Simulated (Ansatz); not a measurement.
Species: C2H5Si, charge 0, doublet. C2H5Si (SMILES C=C[SiH2], doublet).
B3LYP-D3(BJ)/def2-TZVP minimum from Ansatz (a program for electronic structure):
```xyz
8

Si     1.0240    -0.4132    -0.2173
C     -0.5056     0.6084    -0.1625
C     -1.6417     0.2432     0.4473
H      1.0418    -1.4473     0.8470
H      2.2622     0.4036    -0.2206
H     -0.5039     1.5444    -0.7167
H     -2.5352     0.8568     0.4156
H     -1.7181    -0.6820     1.0083
```
Charge 0, spin multiplicity 2.

Total energies in hartree (Ansatz). Open shells are spin-unrestricted; no spin-orbit coupling. Correlated methods leave the cores frozen. No relativity. For partners of very few electrons the exact lower level stands in for a higher one. The UHF reference of C2H5Si (C=C[SiH2], doublet) is spin-contaminated (<S^2> up to 0.16 over the pure value in the sets run).

| species | HF/cc-pV(T+d)Z | CCSD(T)/cc-pV(T+d)Z | HF/cc-pV(Q+d)Z | CCSD(T)/cc-pV(Q+d)Z | CCSD(T)/cc-pV(D+d)Z | CCSDT(Q)/cc-pV(D+d)Z |
|---|---|---|---|---|---|---|
| 1: C2H5Si (SMILES C=C[SiH2], doublet) | -367.56012 | -368.04750 | -367.56853 | -368.08031 | -367.93358 | -367.93599 |
| 2: Si (triplet) | -288.85649 | -288.93344 | -288.85845 | -288.93781 | -288.91643 | -288.91690 |
| 3: C (triplet) | -37.69157 | -37.78076 | -37.69331 | -37.78654 | -37.76038 | -37.76071 |
| 4: H (doublet) | -0.49981 | -0.49981 | -0.49995 | -0.49995 | -0.49928 | -0.49928 |

**Question.** Work out the atomisation energy (electronic, to ground-state atoms) in kJ/mol: take Hartree-Fock from cc-pV(Q+d)Z, extrapolate the CCSD(T) correlation energy as X^-3 (X = 3, 4), and add CCSDT(Q) - CCSD(T) in cc-pV(D+d)Z. 1 hartree = 2625.5 kJ/mol.

**Answer.** 
Species 1: correlation (64·(-0.51178) - 27·(-0.48738))/37 = -0.52959; step -0.00241; E1 = -367.56853 + (-0.52959) + (-0.00241) = -368.10053
Species 2: correlation (64·(-0.07936) - 27·(-0.07695))/37 = -0.08112; step -0.00047; E2 = -288.85845 + (-0.08112) + (-0.00047) = -288.94004
Species 3: correlation (64·(-0.09323) - 27·(-0.08919))/37 = -0.09618; step -0.00033; E3 = -37.69331 + (-0.09618) + (-0.00033) = -37.78982
Species 4: correlation (64·(0.00000) - 27·(0.00000))/37 = 0.00000; step +0.00000; E4 = -0.49995 + (0.00000) + (+0.00000) = -0.49995
-1·E1 +1·E2 +2·E3 +5·E4 = 1.08110 hartree = 2838.4 kJ/mol.
